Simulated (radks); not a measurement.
Q: The table gives one normalised radial function P(r) = r R(r) of Mg+ in [He] 2s2 2p4 3s1 4f2 (r in bohr). Method: scalar-relativistic Kohn-Sham, LDA (Slater exchange, Perdew-Wang correlation), spin-polarised, spherical densities, finite nucleus; open shells are filled with parallel spins first; Fermi nuclear charge, rms radius 3.057 fm; computed with a radial shooting solver on a logarithmic mesh with Libxc functionals.

r,P
0.004171,0.0322
0.004779,0.0367
0.005475,0.0416
0.006273,0.0472
0.007187,0.0534
0.008168,0.0600
0.009358,0.0677
0.01072,0.0762
0.01228,0.0856
0.01407,0.0959
0.01612,0.1070
0.01847,0.1189
0.02116,0.1316
0.02425,0.1449
0.02756,0.1577
0.03157,0.1714
0.03617,0.1846
0.04144,0.1969
0.04748,0.2074
0.05439,0.2154
0.06232,0.2196
0.0714,0.2189
0.0818,0.2118
0.09297,0.1981
0.1065,0.1747
0.122,0.1411
0.1398,0.0965
0.1602,0.0408
0.1835,-0.0252
0.2102,-0.0991
0.2409,-0.1775
0.276,-0.2549
0.3136,-0.3208
0.3593,-0.3755
0.4117,-0.4059
0.4717,-0.4038
0.5404,-0.3626
0.6191,-0.2789
0.7093,-0.1538
0.8126,0.0060
0.931,0.1884
1.058,0.3653
1.212,0.5395
1.389,0.6793
1.591,0.7668
1.823,0.7903
2.089,0.7481
2.393,0.6503
2.741,0.5172
3.141,0.3747
3.57,0.2527
4.09,0.1497
4.686,0.0788
5.368,0.0362
6.15,0.0143
7.046,0.0048
8.073,0.0013
9.249,0.0003
10.6,0.0000
12.04,0.0000
13.8,0.0000
15.81,0.0000
18.11,0.0000
20.75,0.0000

Which n and l does it have? It may be an empty orbital.

A: n = 3, l = 0: the number of nodes gives n - l - 1 = 2, the rise at small r (about r^(l+1)) gives l, and the extent must fit the shell. The curve is that of 3s up; the table hardly tells the two spins apart. 3s up: eigenvalue -28.085 eV, 2 radial nodes at r = 0.175, 0.809 bohr, <r> = 2.01 bohr, 90 % of the charge inside 2.97 bohr.
